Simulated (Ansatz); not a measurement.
Ideal-gas functions of `[NH2][W]([OH])(=[S])=[S]` at 298.15 K and 1 bar, from an Ansatz frequency run at PBE0-D4/def2-TZVP.

Molar mass 281.0 g/mol, point group C1 (symmetry number 1), electronic degeneracy 1, moments of inertia 211.397, 287.625, 327.442 u Å². Harmonic wavenumbers (cm⁻¹, unscaled): 162, 173, 183, 215, 221, 246, 355, 476, 549, 559, 625, 680, 716, 728, 1539, 3580, 3683, 3892.

Use S(trans) = R[1.5 ln M + 2.5 ln T − 1.1517]; rotational temperatures θ = 24.2544 K / I; S(rot) = R[ln(√π/σ · √(T³/θAθBθC)) + 1.5]; for each mode x = 1.438777 ν̃/T, S = R[x/(eˣ − 1) − ln(1 − e⁻ˣ)] and H = RT x/(eˣ − 1); 1 cm⁻¹ = 0.0119627 kJ/mol; R = 8.31446 J/(mol·K).

Question: By hand: the entropy, in J/(mol·K).

Answer: Translation 179.2. Rotation: θ = 0.1147, 0.0843, 0.0741 K, giving 118.4. Vibration, mode by mode: 10.57, 10.05, 9.61, 8.37, 8.16, 7.36, 4.79, 3.02, 2.29, 2.20, 1.71, 1.38, 1.20, 1.15, 0.04, 0.00, 0.00, 0.00, in all 71.9. Electronic 0.0. Sum 369.5 J/(mol·K).

Question: By hand: H − E and G − E in kJ/mol, counted from the electronic energy.

Answer: Zero-point energy ½ × 18582 × 0.0119627 = 111.1; thermal vibration 12.7; translation, rotation and pV give 4 RT = 9.9. H − E = 133.7 kJ/mol, and G − E = 133.7 − 298.15 × 369.5/1000 = 23.5 kJ/mol.

Vibration gives 19 % of the entropy. The sum counts one conformer and one mirror image; others add a mixing term.
